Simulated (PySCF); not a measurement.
Ti(F)3(OH) (F3HOTi), SMILES [F][Ti]([OH])([F])[F], multiplicity 1. Atoms are numbered in the order given.

```xyz
6

Ti     0.0000     0.0000    -0.0087
F      1.4132    -0.8159    -0.6027
F      0.0000     1.6318    -0.6027
F     -1.4132    -0.8159    -0.6027
O      0.0000     0.0000     1.7227
H      0.0000     0.0000     2.6823
```
Charge 0, spin multiplicity 1.

The structure is a stationary point at PBE0-D3(BJ)/def2-SVP. The geometry has at least one imaginary mode, so it is a saddle point at that level. The multiplicity is an assumed one; no other spin state was optimised. The structure was generated by enumeration; whether it is a known compound was not checked. The values are those of a single conformer.

The numbers are results of PySCF with PBE0/pcSseg-1, not measurements.

GIAO shieldings, no solvent; atoms alike by connectivity are averaged. δ = σ(ref) − σ: ¹⁹F against CFCl3 (σ = 167.2 ppm); ¹⁷O against H2O (σ = 334.2 ppm); ¹H against TMS (σ = 31.56 ppm), references at their B3LYP-D3(BJ)/def2-TZVP geometries, non-relativistic.

| nucleus | atoms | count | δ (ppm) |
|---|---|---|---|
| ¹⁹F | F2, F3, F4 | 3 | 303.0 |
| ¹⁷O | O5 | 1 | 302.0 |
| ¹H | H6 | 1 | 3.75 |
